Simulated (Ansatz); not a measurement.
Cost and result for the atomization energy of F2HOSSi (`O[Si](F)(F)[S]`) radical (6 atoms, 5 bonds).

| atom | x (Å) | y (Å) | z (Å) |
| --- | --- | --- | --- |
| O1 | 0.3019 | -1.1450 | 0.5735 |
| Si2 | 0.1299 | 0.2390 | -0.2410 |
| F3 | 1.5799 | 0.6277 | -0.7136 |
| F4 | -0.7469 | 0.0841 | -1.5470 |
| S5 | -0.7943 | 1.7203 | 0.9337 |
| H6 | -0.4706 | -1.5262 | 0.9944 |

The species carries charge 0 and has multiplicity 2. All single points use the PBE0-D4/def2-TZVP geometry. It is one conformer, not always the lowest. Program: Ansatz. All runs use 4 threads of an Arm Neoverse V2 on a shared host. Times are those of one run each, without the atoms' runs, and a repeat can differ threefold. Electronic energies, without spin–orbit coupling; frozen cores. CCSD(T)/CBS adds CCSD(T) − MP2 in def2-TZVPP to the MP2 limit, and its time is that of the two runs behind it. T1 = 0.013; ⟨S²⟩ of the reference is 0.76. B3LYP takes the VWN-RPA correlation (the form of Gaussian; ORCA's B3LYP/G). HSE06 is the plane-wave form, built on full-range PBE exchange.

CCSD(T)/CBS is a level of theory with its own doubt, some kJ/mol a heavy atom from the limit and from the frozen cores, so smaller differences don't rank the functionals.

```tsv
level	functions	wall time
LDA (SPW92)/def2-TZVPP	191	2.9 s
revPBE-D4/def2-TZVPP	191	6.5 s
CCSD(T)/def2-SVP	83	8.5 s
HSE06-D4/def2-TZVPP	191	9.5 s
BHLYP-D4/def2-TZVPP	191	10 s
B2PLYP/def2-TZVPP	191	11 s
B3LYP-D4/def2-TZVPP (with forces)	191	13 s
r2SCANh-D4/def2-TZVPP	191	18 s
ωB97X-V/def2-TZVPP	191	21 s
ωB97M-V/def2-TZVPP (with forces)	191	28 s
MP2/def2-QZVPP	341	38 s
CCSD(T)/def2-TZVPP	191	4.2 min
CCSD(T)/CBS(def2)	–	4.8 min
```

Q: What atomization energy does each give, and how far from CCSD(T)/CBS? (Best estimate.)

A: Computed: 
```
                            level  atomization (kcal/mol)  difference from CCSD(T)/CBS  per bond
           LDA (SPW92)/def2-TZVPP                   671.9                         90.3      18.1
             revPBE-D4/def2-TZVPP                   567.7                        -13.9      -2.8
                 CCSD(T)/def2-SVP                   517.3                        -64.3     -12.9
              HSE06-D4/def2-TZVPP                   570.6                        -11.0      -2.2
              BHLYP-D4/def2-TZVPP                   548.5                        -33.1      -6.6
                B2PLYP/def2-TZVPP                   569.8                        -11.8      -2.4
B3LYP-D4/def2-TZVPP (with forces)                   571.0                        -10.6      -2.1
            r2SCANh-D4/def2-TZVPP                   575.0                         -6.6      -1.3
               ωB97X-V/def2-TZVPP                   579.6                         -2.0      -0.4
 ωB97M-V/def2-TZVPP (with forces)                   579.9                         -1.7      -0.3
                   MP2/def2-QZVPP                   599.9                         18.3       3.7
               CCSD(T)/def2-TZVPP                   560.3                        -21.3      -4.3
                CCSD(T)/CBS(def2)                   581.6                          0.0       0.0
```

Leaving LDA and LC-ωPBE aside and taking each functional with its dispersion term where it has one, the values, not all of them listed here, spread over 38.9 kcal/mol, from BHLYP-D4 to PBE-D4. LDA lies +88.0 kcal/mol from PBE without D4, its usual overbinding. In def2-TZVPP, CCSD(T) changes the Hartree–Fock value by +145.9 kcal/mol (the triples alone add +10.4 kcal/mol) and MP2 by +172.4 kcal/mol; breaking electron pairs costs correlation energy, which Hartree–Fock lacks. From BLYP to BHLYP (50 % exact exchange), in def2-TZVPP and without D4, the atomization energy moves by −23.6 kcal/mol: exact exchange takes away binding that semilocal exchange gives to molecules.
